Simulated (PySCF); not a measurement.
Fe (iron, neutral) across methods

[Ar] 3d6 4s1 4p1, one real determinant (an excited configuration). Computed with PySCF 2.14 in x2c-TZVPPall, with scalar relativity by spin-free X2C-1e.

```tsv
method	E (hartree)	mean ε 3d β (eV)	mean ε 4s α (eV)	mean ε 4p α (eV)	Σ⟨r²⟩ (bohr²)	⟨S²⟩
wB97X	-1272.506	-10.922	-9.406	-4.879	40.55	12.002
UHF	-1271.28347	-13.468	-9.687	-5.174	40.79	12.003
LDA	-1269.951	-6.292	-6.698	-2.214	40.16	12.001
r2SCAN	-1272.484	-6.372	-6.819	-2.403	40.01	12.001
TPSSh	-1272.518	-7.314	-6.903	-2.551	40.25	12.001
PBE0	-1272.291	-8.323	-7.429	-3.022	40.28	12.001
MN15	-1273.162	-9.510	-7.718	-3.038	40.01	12.003
PBE	-1272.266	-6.337	-6.526	-2.198	40.35	12.001
HSE06	-1272.310	-7.921	-7.045	-2.616	40.29	12.001
```

⟨L²⟩ = 8.04 against 12 for a pure F term, so this real determinant mixes terms.
